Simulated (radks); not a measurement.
Results of a calculation; reference values are marked as such.
Effect of the nuclear size on the neon ion Ne+, [He] 2s2 2p5. Level of theory: Dirac Kohn-Sham, exchange-only LDA, spin-unpolarised, spherical densities, finite nucleus; open shells are shared between the two j in proportion to 2j + 1; Fermi nuclear charge, rms radius 3.0055 fm (a radial shooting solver on a logarithmic mesh with Libxc functionals). The rms radius is varied about that value; shifts are against it.

rms radius (fm)  total energy shift (eV)  density at nucleus (e/bohr^3)  1s1/2 shift (meV)
2.6839                         -0.000239                          642.1             -0.098
2.708                          -0.000222                          642.1             -0.091
3.0055                                 0                          641.6              0.000
3.2159                          0.000171                          641.3              0.070
3.6246                          0.000535                          640.8              0.219

Slopes of the eigenvalues against <r^2> in GHz/fm^2, as finite differences over the two radii next to the reference (eigenvalue slopes, not the field-shift constants of lines): 1s1/2 12.9.
